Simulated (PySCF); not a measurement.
# From a computed spectrum to the compound

A species of 8 atoms with charge 0 has these harmonic modes (PBE0, small Gaussian bases with core potentials, PySCF 2.14.0):

```json
{"cm⁻¹": "34", "km/mol": "67.3", "symmetry": "a1"}
{"cm⁻¹": "52", "km/mol": "1.9", "symmetry": "e"}
{"cm⁻¹": "52", "km/mol": "1.9", "symmetry": "e"}
{"cm⁻¹": "114", "km/mol": "0.0", "symmetry": "a2"}
{"cm⁻¹": "119", "km/mol": "15.8", "symmetry": "e"}
{"cm⁻¹": "119", "km/mol": "15.8", "symmetry": "e"}
{"cm⁻¹": "289", "km/mol": "10.7", "symmetry": "a1"}
{"cm⁻¹": "496", "km/mol": "7.2", "symmetry": "e"}
{"cm⁻¹": "496", "km/mol": "7.2", "symmetry": "e"}
{"cm⁻¹": "552", "km/mol": "8.3", "symmetry": "a1"}
{"cm⁻¹": "555", "km/mol": "215.2", "symmetry": "e"}
{"cm⁻¹": "555", "km/mol": "215.2", "symmetry": "e"}
{"cm⁻¹": "1194", "km/mol": "145.2", "symmetry": "a1"}
{"cm⁻¹": "1634", "km/mol": "24.1", "symmetry": "e"}
{"cm⁻¹": "1634", "km/mol": "24.1", "symmetry": "e"}
{"cm⁻¹": "3494", "km/mol": "25.7", "symmetry": "a1"}
{"cm⁻¹": "3618", "km/mol": "48.8", "symmetry": "e"}
{"cm⁻¹": "3618", "km/mol": "48.8", "symmetry": "e"}
```

Question: Which species is it, and in which structure?

Answer: PmF3(NH3) (singlet in the valence; each metal's 4f electrons, 4 of them, lie in its core potential, out of spins and levels):
```xyz
8

Pm    0.0821   -0.0821    0.0821
F     1.0743    1.4682    1.0743
F    -1.4682   -1.0743    1.0743
F     1.0743   -1.0743   -1.4682
N    -1.4184    1.4184   -1.4184
H    -2.0283    2.0283   -0.8709
H    -0.8709    2.0283   -2.0283
H    -2.0283    0.8709   -2.0283
```
Ideal gas at 298.15 K and 1 bar: S = 418.7 J/(mol K), Cp = 115.5 J/(mol K), H − H(0 K) = 26.0 kJ/mol (rigid rotor, harmonic modes, spin degeneracy alone, that of the 4f electrons in the core included; the modes under 60 cm⁻¹ make these uncertain). An lcecp potential fixes the number of 4f electrons, so in runs with it no electron can move into or out of that shell.
 The answer isn't unique; the calculation gave this one.
